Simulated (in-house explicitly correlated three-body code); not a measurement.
Computed with an exponentially correlated three-body code. Model: two electrons around a point charge, non-relativistic, variational in 260 exponentially correlated functions (energies converged to about 1e-7 hartree, or 1e-8 relative for large Z).

Command:
```bash
python run_hyl.py task.json out
```
Settings (lengths in bohr, energies in hartree):
```
Z                      2
nuclear_mass           500
interaction_strength   1
functions              260
states_tried           13
```

Cost of the run: 40 s on 1 thread of AMD EPYC 7R13 Processor (Zen 3), on a shared host.

**Those bound S and P states to n = 4 that converged, binding against the one-electron ion.**

Given: nuclear charge 2; mass of the centre 500 electron masses.

Computed: one-electron threshold -1.99600798 hartree.

```json
{"term": "1 1S", "energy (hartree)": "-2.89761352", "binding (eV)": "24.534"}
{"term": "2 3S", "energy (hartree)": "?", "binding (eV)": "?"}
{"term": "2 1S", "energy (hartree)": "-2.14167227", "binding (eV)": "3.9637"}
{"term": "2 3P", "energy (hartree)": "-2.12903582", "binding (eV)": "3.6199"}
{"term": "2 1P", "energy (hartree)": "-2.11951282", "binding (eV)": "3.3607"}
{"term": "3 3S", "energy (hartree)": "-2.06455633", "binding (eV)": "1.8653"}
{"term": "3 1S", "energy (hartree)": "-2.05715266", "binding (eV)": "1.6638"}
{"term": "3 3P", "energy (hartree)": "?", "binding (eV)": "?"}
{"term": "3 1P", "energy (hartree)": "-2.05101553", "binding (eV)": "1.4968"}
{"term": "4 3S", "energy (hartree)": "-2.03244581", "binding (eV)": "0.99152"}
{"term": "4 1S", "energy (hartree)": "-2.02952549", "binding (eV)": "0.91206"}
{"term": "4 3P", "energy (hartree)": "-2.02828297", "binding (eV)": "0.87825"}
{"term": "4 1P", "energy (hartree)": "-2.02700328", "binding (eV)": "0.84342"}
```

(1) What belongs in the row 2 3S?

(2) What belongs in the row 3 3P?

**Converged states only, values per electron or pair.**

```
term  mean r (bohr)  mean r squared (bohr²)  mean inverse r (1/bohr)  mean r12 (bohr)  mean inverse r12 (1/bohr)  mean cosine  mean p1 dot p2 (bohr⁻²)  delta r1 (bohr⁻³)  delta r12 (bohr⁻³)
1 1S        0.93145                  1.1986                   1.6848           1.4247                    0.94405    -0.063517                  0.15657             1.7994             0.10569
2 3S              ?                       ?                        ?                ?                          ?            ?                        ?                  ?                   -
2 1S         2.9793                  16.157                   1.1331           5.2807                    0.24918    -0.014457                0.0089283             1.3016           0.0086033
2 3P         2.6764                  13.235                   1.1311           4.7035                    0.26648    -0.036597                -0.065129             1.2512                   -
2 1P          2.919                  15.857                   1.1208           5.1533                    0.24424   -0.0045691                 0.045196             1.2669          0.00072403
3 3S          5.868                  68.991                   1.0615           11.021                    0.11708   -0.0041223                0.0017278             1.2774                   -
3 1S         6.5252                  86.248                   1.0564            12.33                    0.11129   -0.0042201                0.0023871             1.2754           0.0024212
3 3P         6.3297                  82.328                    1.056           11.947                    0.11579    -0.010331                -0.018546             1.2615                   -
3 1P         6.6966                  92.345                   1.0528           12.671                    0.10929   -0.0010792                 0.014253              1.266          0.00024836
4 3S         10.683                  239.55                   1.0325           20.634                   0.065126   -0.0016198               0.00063778             1.2702                   -
4 1S         11.576                  282.59                   1.0304           22.417                    0.06263   -0.0017393               0.00093898             1.2696          0.00099323
4 3P              ?                       ?                        ?                ?                          ?            ?                        ?                  ?                   -
4 1P         11.977                  305.54                   1.0289           23.218                   0.061701  -0.00041149                0.0061023             1.2658          0.00010989
```

(3) What belongs in the row 2 3S?

(4) What belongs in the row 4 3P?

Results:

(1) energy (hartree): -2.17087301; binding (eV): 4.7583.

(2) energy (hartree): -2.05400997; binding (eV): 1.5783.

(3) mean r (bohr): 2.5557; mean r squared (bohr²): 11.512; mean inverse r (1/bohr): 1.1523; mean r12 (bohr): 4.4565; mean inverse r12 (1/bohr): 0.26765; mean cosine: -0.015541; mean p1 dot p2 (bohr⁻²): 0.0071839; delta r1 (bohr⁻³): 1.3125.

(4) mean r (bohr): 11.486; mean r squared (bohr²): 280.79; mean inverse r (1/bohr): 1.0302; mean r12 (bohr): 22.241; mean inverse r12 (1/bohr): 0.064413; mean cosine: -0.0042374; mean p1 dot p2 (bohr⁻²): -0.0076556; delta r1 (bohr⁻³): 1.2639.
